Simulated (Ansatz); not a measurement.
Reaction (formal loss of a carbene): `CB[SiH](C)N` → `CB[SiH2]N` + `[CH2]` (triplet)

Gas-phase electronic energies from Ansatz, PBE0-D4/def2-TZVP geometries. CCSD(T)/CBS is the MP2 limit (def2-TZVPP, def2-QZVPP) plus CCSD(T) − MP2 in def2-TZVPP, frozen cores. This one scheme is used for every species. Functionals use def2-TZVPP. Triplets are unrestricted, without spin–orbit coupling. Each species was taken in one conformer, which may not be the lowest.

| level | ΔE (kJ/mol) | difference from CCSD(T)/CBS |
| --- | --- | --- |
| r2SCAN0-D4 | 453.5 | -25.4 |
| PBE | 476.7 | -2.2 |
| revPBE | 451.0 | -27.9 |
| HF/def2-SVP | 327.0 | -151.9 |
| MP2/def2-SVP | 461.8 | -17.1 |
| CCSD/def2-SVP | 441.6 | -37.3 |
| CCSD(T)/def2-SVP | 449.8 | -29.1 |
| HF/CBS(def2) | 325.0 | -153.9 |
| MP2/CBS(def2) | 493.8 | 14.9 |
| CCSD/CBS(def2) | 467.1 | -11.8 |
| CCSD(T)/CBS | 478.9 | 0 |

Largest T1 diagnostic among the species: 0.011.

From PBE to PBE0 (25 % exact exchange), in def2-TZVPP and without D4, ΔE moves by −7.2 kJ/mol. At CCSD(T), def2-SVP lies −29.1 kJ/mol from the extrapolated value and def2-TZVPP −12.5 kJ/mol.

CCSD(T)/CBS has its own doubt, a few kJ/mol and more with outer-core shells, so smaller differences from it don't rank the levels.
